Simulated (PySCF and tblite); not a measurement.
Results of a calculation; reference values are marked as such.
C6H7F3, numbered as in [CH2:1]=[CH:2]/[CH:3]=[C:4](\[CH3:5])[C:6]([F:7])([F:8])[F:9].

The ensemble was built from 60 distance-geometry starts (ETKDG and KDG, MMFF94s, GFN2-xTB) and rests on GFN2-xTB geometries. Free energies are PBE0-D3(BJ)/def2-SVP (IEF-PCM, chloroform) single points with GFN2-xTB rigid-rotor and vibrational terms (modes under about 100 cm⁻¹ blended into free rotors). Symmetry numbers and mirror images are counted. Conformers within 2.5 kcal/mol (GFN2-xTB free energy) were kept, 5 at most. GIAO shieldings: wB97X-D/pcSseg-1 (IEF-PCM, chloroform). Shifts are against TMS (¹H), TMS (¹³C) at the same level; of two unlike H on one atom, a is the less shielded. (PySCF 2.14, tblite 0.8.)

Problem. List the conformer-averaged shifts at 298.15 K.

Solution. ¹H: 7.05 (H2, 1H), 6.92 (H3, 1H), 6.08 (H1a, 1H), 6.04 (H1b, 1H), 2.18 (H5, 3H) ppm. ¹³C: 140.3 (C3), 139.4 (C2), 135.6 (C1), 135.5 (C4), 135.1 (C6), 14.0 (C5) ppm.

Problem. How do the conformers differ?

Solution. Torsions listed: C1–C2–C3–C4. Of a mirror pair one member is shown.
```json
{"conformer": "1", "shape": "180°", "weight %": "99.8"}
{"conformer": "2", "shape": "39°", "weight %": "0.2"}
```

```
signal      1      2  average
   H1a   6.08   5.79     6.08
   H1b   6.04   6.10     6.04
    H2   7.05   6.66     7.05
    H3   6.92   6.95     6.92
    H5   2.18   2.20     2.18
    C1  135.6  133.8    135.6
    C2  139.4  140.9    139.4
    C3  140.3  139.2    140.3
    C4  135.5  136.9    135.5
    C5   14.0   16.1     14.0
    C6  135.1  135.0    135.1
```

Shifts are unscaled: against experiment ¹³C can be off by 15 ppm or more and ¹H by 0.8 ppm.


Conformer gaps in def2-SVP on xTB geometries can be 2 kcal/mol too large for S=O, P=O and other polar bonds.